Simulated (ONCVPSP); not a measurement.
## zirconium: what ONCVPSP 4.0.1 does with a changed input

Command:

```bash
oncvpsp.x < Zr.dat > Zr.out
```

Input:

```
# ATOM AND REFERENCE CONFIGURATION
# atsym  z   nc   nv     iexc    psfile
  Zr 40.00    6    3  -102130      upf
#
#   n    l    f
    1    0    2.00
    2    0    2.00
    2    1    6.00
    3    0    2.00
    3    1    6.00
    3    2   10.00
    4    0    2.00
    4    1    6.00
    4    2    2.00
#
# PSEUDOPOTENTIAL AND OPTIMIZATION
# lmax
    2
#
#   l,   rc,      ep,       ncon, nbas, qcut
    0    1.35    0.00    4    8    5.40
    1    2.10    0.00    4    7    6.90
    2    2.45    0.00    4    5    6.20
#
# LOCAL POTENTIAL
# lloc, lpopt,  rc(5),   dvloc0
    4    5    1.15   -1.00
#
# VANDERBILT-KLEINMAN-BYLANDER PROJECTORs
# l, nproj, debl
    0    2    1.00
    1    1    3.10
    2    2    3.10
#
# MODEL CORE CHARGE
# icmod, fcfact, rcfact
    1    0.70    0.00
#
# LOG DERIVATIVE ANALYSIS
# epsh1, epsh2, depsh
   -4.00    5.00    0.02
#
# OUTPUT GRID
# rlmax, drl
    6.00    0.01
#
# TEST CONFIGURATIONS
# ncnf
    4
# nvcnf
#   n    l    f
    4
    4    0    2.00
    4    1    6.00
    4    2    2.00
    5    0    2.00
#
    4
    4    0    2.00
    4    1    6.00
    4    2    2.00
    5    0    1.00
#
    3
    4    0    2.00
    4    1    6.00
    4    2    1.00
#
    5
    4    0    2.00
    4    1    6.00
    4    2    2.00
    5    0    1.00
    5    1    1.00
#
```

This is an input that runs to its end, with one change: nbas of l = 2 set to 5.

Task: How does the run end?

Result: The program refuses the input: "test_data: must have ncon+3 <= nbas <= ncon+5, l= 2".

```
ONCVPSP  (Optimized Norm-Conservinng Vanderbilt PSeudopotential)
scalar-relativistic version 4.0.1

test_data: must have ncon+3 <= nbas <= ncon+5, l=   2
 for nproj=2
ERROR: test_data found   1 ERROR; stopping
```
